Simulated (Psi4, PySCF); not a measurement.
H4BeSeSi, singlet, geometry from GFN2-xTB (such geometries of metal compounds can be far from the true shape). Base run: PBE/6-31G, TDA (PySCF).

PySCF was given this input:
```python
from pyscf import gto, scf, dft, tdscf

mol = gto.Mole()
mol.atom = '''
    Be   -0.027159   -0.341809    0.472190
    Se    0.332813    0.889806   -1.079655
    H     1.647515    1.425212   -1.080982
    Si   -0.722627   -1.711427    2.028974
    H    -1.626870   -2.792777    1.619035
    H    -1.452589   -1.112207    3.152609
    H     0.341722   -2.446407    2.723205
'''
mol.basis = '6-31g'
mol.charge = 0
mol.spin = 0
mol.verbose = 3
mol.build()

mf = dft.RKS(mol)
mf.xc = 'pbe'
mf.kernel()
td = mf.TDA()
td.nstates = 5
td.kernel()
td.analyze()
```

Programs used: Psi4, PySCF; a row that names a program was run with it.

Each row names what was changed in the base input (with any setting that the change needs).

```tsv
change	first excitation (eV)	oscillator strength of the first	second (eV)
base	3.99	0.003	4.73
functional = lc_wpbe	4.86	0.005	5.52
functional = m062x	4.49	0.004	5.10
states = triplets	3.76	-	4.11
code = psi4	3.99	0.003	4.73
guess vectors = 13 for 5 states	3.99	0.003	4.73
functional = pbe0	4.37	0.003	5.09
functional = camb3lyp	4.52	0.004	5.24
nstates = 15	3.99	0.003	4.73
functional = bhandhlyp	4.68	0.004	5.37
nstates = 2	3.99	0.003	4.73
```

An iterative solver can miss low states, so a row lists the states that it found.
